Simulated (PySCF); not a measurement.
Molfile (atoms numbered from 1):
```
C6H9F3O2
     RDKit          3D

 20 20  0  0  0  0  0  0  0  0999 V2000
    2.5272    1.0713   -0.8395 C   0  0  0  0  0  0  0  0  0  0  0  0
    1.5780    0.3197    0.0749 C   0  0  0  0  0  0  0  0  0  0  0  0
    0.3348    0.1537   -0.6202 O   0  0  0  0  0  0  0  0  0  0  0  0
   -0.6081   -0.5611    0.0458 C   0  0  0  0  0  0  0  0  0  0  0  0
   -1.1452    0.1174    1.2022 O   0  0  0  0  0  0  0  0  0  0  0  0
   -1.7603    1.2635    0.9794 C   0  0  0  0  0  0  0  0  0  0  0  0
   -2.3959    1.6390    2.0896 F   0  0  0  0  0  0  0  0  0  0  0  0
   -2.6810    1.2167    0.0039 F   0  0  0  0  0  0  0  0  0  0  0  0
   -0.9424    2.2773    0.6558 F   0  0  0  0  0  0  0  0  0  0  0  0
   -1.5395   -1.4443   -0.7173 C   0  0  0  0  0  0  0  0  0  0  0  0
   -0.5277   -2.0457    0.2234 C   0  0  0  0  0  0  0  0  0  0  0  0
    3.4754    1.2280   -0.3334 H   0  0  0  0  0  0  0  0  0  0  0  0
    2.0961    2.0327   -1.1031 H   0  0  0  0  0  0  0  0  0  0  0  0
    2.6958    0.5041   -1.7506 H   0  0  0  0  0  0  0  0  0  0  0  0
    1.9782   -0.6679    0.3377 H   0  0  0  0  0  0  0  0  0  0  0  0
    1.4043    0.8833    0.9991 H   0  0  0  0  0  0  0  0  0  0  0  0
   -1.3658   -1.5261   -1.7780 H   0  0  0  0  0  0  0  0  0  0  0  0
   -2.5781   -1.4502   -0.4283 H   0  0  0  0  0  0  0  0  0  0  0  0
   -0.8771   -2.4521    1.1578 H   0  0  0  0  0  0  0  0  0  0  0  0
    0.3261   -2.5486   -0.2024 H   0  0  0  0  0  0  0  0  0  0  0  0
  1  2  1  0
  2  3  1  0
  3  4  1  0
  4  5  1  0
  5  6  1  0
  6  7  1  0
  6  8  1  0
  6  9  1  0
  4 10  1  0
 10 11  1  0
 11  4  1  0
  1 12  1  0
  1 13  1  0
  1 14  1  0
  2 15  1  0
  2 16  1  0
 10 17  1  0
 10 18  1  0
 11 19  1  0
 11 20  1  0
M  END
```

PySCF 2.14.0 with density-fitted response routines calculation with geometry: GFN2-xTB and shieldings: GIAO PBE0/pcSseg-1; one conformer, non-relativistic, fast rotation and ring inversion assumed for equivalent nuclei, isolated molecule.

Question: Predict the 2D correlation tables (HSQC, COSY, HMBC).

Answer: 

HSQC (one-bond C–H):
```
                δH              δC
    3.92 (H15/H16)       68.0 (C2)
1.32 (H12/H13/H14)       17.0 (C1)
    1.27 (H18/H19)  15.9 (C10/C11)
    1.15 (H17/H20)  15.9 (C10/C11)
```

COSY cross peaks (H two or three bonds apart, from the bond graph; peaks can be absent where the dihedral angle is near 90°):
```
            δH                  δH
3.92 (H15/H16)  1.32 (H12/H13/H14)
1.27 (H18/H19)      1.15 (H17/H20)
```

HMBC (two and three bonds, from the bond graph):
```
                δH                         δC
    3.92 (H15/H16)       95.2 (C4), 17.0 (C1)
1.32 (H12/H13/H14)                  68.0 (C2)
    1.27 (H18/H19)  95.2 (C4), 15.9 (C10/C11)
    1.15 (H17/H20)  95.2 (C4), 15.9 (C10/C11)
```

Chemical shifts δ = σref − σ; ¹H (31.72 ppm) and ¹³C (186.93 ppm) vs TMS, all at this level.

Short H···H contacts in this conformer between protons four or more bonds apart (candidates for NOE cross peaks, intensity ∝ r⁻⁶): H15···H20 2.56 Å.

Shifts are as computed. Against solution values, carbons near 30 ppm lie about +3 ppm off and those near 130 ppm about +5 ppm. Of 1211 compounds with measured shifts, 218 miss one by over three times the rms of a fit or turn the order of signals round; such compounds aren't used in these exercises.
